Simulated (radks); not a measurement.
Problem. Excited configurations of N II: one electron is placed in a higher orbital outside [He] 2s2 2p1. The ground configuration is [He] 2s2 2p2. Method: Dirac Kohn-Sham, PBEsol, spin-unpolarised, spherical densities, finite nucleus; open shells fill j = l - 1/2 first; Fermi nuclear charge, rms radius 2.5582 fm; computed with a radial shooting solver on a logarithmic mesh with Libxc functionals. Excitation = E - E(ground); binding = E(ion) - E, where the ion is the core of charge +2; n* = 2/sqrt(2 binding) in atomic units, and the quantum defect is n - n*.

| outer orbital | excitation (eV) | binding (eV) | n* | quantum defect | eigenvalue (eV) | <r> (bohr) |
|---|---|---|---|---|---|---|
| 3s1/2 | 17.819 | 10.930 | 2.231 | 0.769 | -8.460 | 3.798 |
| 3p1/2 | 19.992 | 8.758 | 2.493 | 0.507 | -6.574 | 4.271 |
| 3d3/2 | 22.427 | 6.322 | 2.934 | 0.066 | -4.378 | 4.875 |
| 4s1/2 | 23.349 | 5.400 | 3.175 | 0.825 | -4.248 | 7.749 |
| 4d3/2 | 24.944 | 3.806 | 3.782 | 0.218 | -2.857 | 9.493 |
| 6d3/2 | 27.012 | 1.737 | 5.597 | 0.403 | -1.392 | 23.03 |
| 7s1/2 | 27.227 | 1.523 | 5.979 | 1.021 | -1.248 | 27.99 |
| 7d3/2 | 27.468 | 1.281 | 6.518 | 0.482 | -1.041 | 31.95 |
| 7f5/2 | 27.539 | 1.210 | 6.706 | 0.294 | -0.975 | 32.36 |

Estimate the row for 5p1/2.

Solution. excitation (eV) 25.881; binding (eV) 2.868; n* 4.356; quantum defect 0.644; eigenvalue (eV) -2.284; <r> (bohr) 14.24. The Delta-SCF ionisation energy is 28.749 eV (NIST Atomic Spectra Database: 29.601 eV, semi-empirical). Self-interaction in the functional shifts the binding energies and quantum defects, so they are the method's values and not measured ones. Spin polarisation and multiplet splitting are left out, so open shells lie too high by an amount that depends on their filling.

Beside tabulated values, note that spin-unpolarised runs miss the spin-polarisation part of the exchange energy of open shells.
